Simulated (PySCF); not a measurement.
# Electron correlation in Rh²⁺ (rhodium, charge +2)

[Kr] 4d6 5s1, high-spin 6D determinant (an excited configuration). All numbers are calculated (PySCF 2.14, scalar relativity by spin-free X2C-1e, in x2c-TZVPPall (8s6p6d2f1g, 79 functions)). Frozen: [Ar] 3d10; 15 electrons correlated.

| level | correlation energy (mhartree) |
| --- | --- |
| CCSD | -432.28 |
| (T) | -9.57 |
| CCSD(T) | -441.85 |

Diagnostics: T1 = 0.0052, D1 = 0.0221, largest double amplitude 0.026.

Cost of the coupled-cluster step: about 10 core-seconds, for 15 correlated electrons.

Iterations:

```
CC2 = 0
CCSD nocc = (np.int64(10), np.int64(5)), nmo = (65, 65)
frozen orbitals [[0, 1, 2, 3, 4, 5, 6, 7, 8, 9, 10, 11, 12, 13], [0, 1, 2, 3, 4, 5, 6, 7, 8, 9, 10, 11, 12, 13]]
max_cycle = 100
direct = 0
conv_tol = 1e-08
conv_tol_normt = 1e-06
diis_space = 8
diis_start_cycle = 0
Init t2, MP2 energy = -0.428972277270959
Init E_corr(UCCSD) = -0.428972277280536
cycle = 1  E_corr(UCCSD) = -0.427182563199334  dE = 0.00178971408  norm(t1,t2) = 0.0342422
cycle = 2  E_corr(UCCSD) = -0.431823751092888  dE = -0.00464118789  norm(t1,t2) = 0.00671026
cycle = 3  E_corr(UCCSD) = -0.432166281159226  dE = -0.000342530066  norm(t1,t2) = 0.00234471
cycle = 4  E_corr(UCCSD) = -0.432306820263084  dE = -0.000140539104  norm(t1,t2) = 0.000565594
cycle = 5  E_corr(UCCSD) = -0.432282219641051  dE = 2.4600622e-05  norm(t1,t2) = 0.000179219
cycle = 6  E_corr(UCCSD) = -0.432280320190988  dE = 1.89945006e-06  norm(t1,t2) = 4.12485e-05
cycle = 7  E_corr(UCCSD) = -0.432283191045372  dE = -2.87085438e-06  norm(t1,t2) = 1.0204e-05
cycle = 8  E_corr(UCCSD) = -0.432283011698277  dE = 1.79347095e-07  norm(t1,t2) = 1.92809e-06
cycle = 9  E_corr(UCCSD) = -0.432282950206509  dE = 6.14917683e-08  norm(t1,t2) = 4.06557e-07
cycle = 10  E_corr(UCCSD) = -0.432282957000042  dE = -6.79353312e-09  norm(t1,t2) = 1.16795e-07
UCCSD converged
E(UCCSD) = -4780.617783845771  E_corr = -0.4322829570000422
UCCSD(T) correction = -0.00957061340292313
```

This basis was not built for core-valence correlation, so the inner-shell part is incomplete.
